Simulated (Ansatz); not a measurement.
An input meant for Sn(NCS)H3 (CH₃NSSn) (charge 0, singlet; atoms displaced at random, 0.08 Å in each coordinate).

```yaml
crystal:
  periodic: [false, false, false]
  atoms:
    - {symbol: Sn, position_ang: [-0.066694, -0.127508, -1.118467]}
    - {symbol: N, position_ang: [-0.164869, 0.024501, 0.917496]}
    - {symbol: C, position_ang: [0.027185, -0.092548, 2.111965]}
    - {symbol: S, position_ang: [0.025553, 0.166714, 3.573291]}
    - {symbol: H, position_ang: [1.569828, -0.148459, -1.425920]}
    - {symbol: H, position_ang: [-0.528318, 1.380302, -1.698636]}
    - {symbol: H, position_ang: [-0.519300, -1.293863, -1.897369]}
basis:
  gaussian: {orbitals: STO-3G}
hamiltonian: {xc: {name: B2PLYP}, pseudopotentials: {relativity: none}}
scf: {omitted_lower_state_checks: [starts]}
relax: {f_tol: 0.001, max_steps: 3}
output: {forces: true}
```

```sh
$ ansatz run in.yaml --threads 4 --pin off --events-out ev --progress --plain --max-ram 3916MiB
```

It prints (some lines left out):

```
Functional definition: B2PLYP
698 factors; integrals over basis functions are off by at most 1.4e-5 eV
mean field evaluation 1: about -175558.3947 eV, gradient 2.3e1 eV
mean field evaluation 2: about -175558.3521 eV, gradient 2.3e1 eV
mean field evaluation 4: about -175559.7883 eV, gradient 5.4e0 eV
mean field evaluation 8: about -175559.8836 eV, gradient 1.3e-1 eV
mean field evaluation 16: about -175559.8836 eV, gradient 6.6e-6 eV
mean field -175559.88363442 eV, -6451.7067248020 hartree, gradient 6.6e-6 eV, S^2 0.000000; 0 other end points of the search recorded, 0 dependent functions left out
25 core orbitals not correlated: weight in the atoms' cores, before any rotation towards them, 1.000 or more for the frozen orbitals, at most 0.000 for the correlated occupied ones
reference -175559.88374617 eV, -6451.7067289084 hartree; 16, 16 occupied and 8, 8 virtual orbitals, 698 factors
second order -8.04734643 eV of doubles, -0.00000000 eV of singles
relax step   1: F+E_penalty+E_count = -175562.05641796 eV  Δ(F+E_penalty+E_count) = +0.000e0 eV  max|allowed force component| = 7.309e0 eV/Å  Δτ_max = 0.0000 Å  (34 SCF iters, accepted)
698 factors; integrals over basis functions are off by at most 1.6e-5 eV
mean field -175560.80400569 eV, -6451.7405478222 hartree, gradient 3.0e-6 eV, S^2 0.000000; 0 other end points of the search recorded, 0 dependent functions left out
25 core orbitals not correlated: weight in the atoms' cores, before any rotation towards them, 1.000 or more for the frozen orbitals, at most 0.000 for the correlated occupied ones
reference -175560.80411798 eV, -6451.7405519487 hartree; 16, 16 occupied and 8, 8 virtual orbitals, 698 factors
second order -8.27349482 eV of doubles, -0.00000000 eV of singles
relax step   2: F+E_penalty+E_count = -175563.03784929 eV  Δ(F+E_penalty+E_count) = -9.814e-1 eV  max|allowed force component| = 2.692e0 eV/Å  Δτ_max = 0.1974 Å  (46 SCF iters, accepted)
698 factors; integrals over basis functions are off by at most 1.5e-5 eV
mean field evaluation 32: about -175560.9864 eV, gradient 1.7e-1 eV
mean field -175560.98649331 eV, -6451.7472541184 hartree, gradient 2.2e-6 eV, S^2 0.000000; 0 other end points of the search recorded, 0 dependent functions left out
25 core orbitals not correlated: weight in the atoms' cores, before any rotation towards them, 1.000 or more for the frozen orbitals, at most 0.000 for the correlated occupied ones
reference -175560.98660397 eV, -6451.7472581851 hartree; 16, 16 occupied and 8, 8 virtual orbitals, 698 factors
second order -7.89551071 eV of doubles, -0.00000000 eV of singles
relax step   3: F+E_penalty+E_count = -175563.11828120 eV  Δ(F+E_penalty+E_count) = -8.043e-2 eV  max|allowed force component| = 5.368e0 eV/Å  Δτ_max = 0.1728 Å  (44 SCF iters, accepted)
Error: geometry relaxation did not converge after 3 steps: max|allowed force component| = 5.37e0 eV/Å (threshold 1.0e-3). Raise `relax.max_steps` over both its present limit and 3, loosen `relax.f_tol`, or start from a geometry closer to equilibrium. Where this run's directory can be resumed (`checkpoint.write`), a resume goes on for up to `relax.max_steps` more
```

What is wrong with this run?

The relaxation is allowed too few steps for its threshold. The SCF steps converged, but the relaxation ran out of steps.
